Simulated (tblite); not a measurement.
C3H9FSSi2.
Z-matrix (Å and degrees, GFN2-xTB geometry), rows numbered from 1:
```
F 
C   1  1.3704
Si  2  1.8874  1  113.74
C   2  1.3291  1  117.42  3   179.53
C   4  1.4849  2  125.03  1     1.29
Si  5  1.9093  4  109.71  2    89.69
S   6  2.1526  5  109.12  4  -179.32
H   3  1.4629  2  108.80  1    62.63
H   3  1.4616  2  106.49  1  -177.21
H   3  1.4630  2  108.15  1   -56.97
H   4  1.0786  2  117.38  1   178.79
H   5  1.0918  4  109.65  2   -30.25
H   5  1.0906  4  110.27  2  -149.08
H   6  1.4581  5  111.06  4   -60.04
H   6  1.4559  5  111.45  4    66.54
H   7  1.3249  6   96.69  5    54.17
```

Calculated harmonic vibrations of the isolated species, GFN2-xTB (tblite), most abundant isotopes, no scaling. Against measured fundamentals such values can be off by several per cent, at times by over 20. Modes of hydrogen on silicon and sulfur can be 10 to 20 % off. One conformer, not necessarily the lowest.

Harmonic wavenumbers (cm⁻¹): 28.4, 31.6, 57.9, 72.2, 114.8, 143.7, 180.7, 227.6, 279.2, 425.5, 438.9, 461.5, 515.8, 549.6, 562.7, 565.8, 673.8, 696.9, 722.0, 746.5, 754.8, 760.2, 780.8, 787.6, 825.6, 846.1, 1042.5, 1079.4, 1157.1, 1195.8, 1266.6, 1449.2, 1669.8, 2271.0, 2277.1, 2285.6, 2308.6, 2332.6, 2463.3, 2972.3, 2979.5, 3095.5.

A = 4626, B = 477.2, C = 464.9 MHz; mass 151.995 u (most abundant isotopes); point group C1, symmetry number 1.

Task: Zero-point energy?

Result: Half the sum of the wavenumbers: 22048 cm⁻¹ = 63.04 kcal/mol.

Task: What is S at 400 K and 1 bar for an ideal gas of classical rigid rotors and harmonic oscillators?

Result: Translation 42.45, rotation 31.00, vibration 50.75: S = 124.2 cal/(mol K).

Task: And Cp and H(400 K) − H(0)?

Result: Cp = 50.64 cal/(mol K), of which vibrations give 42.69 (their classical limit is 42 R = 83.5); H(400 K) − H(0) = 12.71 kcal/mol without the zero-point energy, 9.53 from vibrations.

Task: How do the functions run with temperature in this model?

Result: 
```csv
T (K),S (cal/(mol K)),Cp (cal/(mol K)),H − H(0) (kcal/mol),G − H(0) (kcal/mol),ln q(vib)
100,77.4,21.9,1.58,-6.16,3.60
200,95.7,32.3,4.27,-14.87,7.21
300,110.8,42.6,8.03,-25.21,10.47
500,136.2,56.8,18.10,-50.00,16.46
800,165.8,69.0,37.14,-95.50,24.34
1000,181.8,74.3,51.50,-130.30,28.94
```

q(vib) and H(0) count from the zero-point level.

Task: Blend soft modes into free rotors: weight 1/[1 + (100 cm⁻¹/ν̃)⁴] for the oscillator and the rest for a rotor with moment μB/(μ + B), μ = h/(8π²ν), B = 10⁻⁴⁴ kg m². What vibrational entropy results?

Result: 44.02 cal/(mol K) in place of 50.75, which changes −T·S at 400 K by +2.69 kcal/mol.

Task: What must be added to the electronic energy to get the Gibbs energy at 400 K and 1 bar?

Result: ZPE + [H(400 K) − H(0)] − T·S = 63.04 + 12.71 − 49.68 = 26.07 kcal/mol.

Hindered rotation and anharmonicity are outside this model. Other conformers, if any are populated, would add a mixing term that is left out. The structure is chiral; the term R ln 2 for an equal mix with its mirror image is left out.
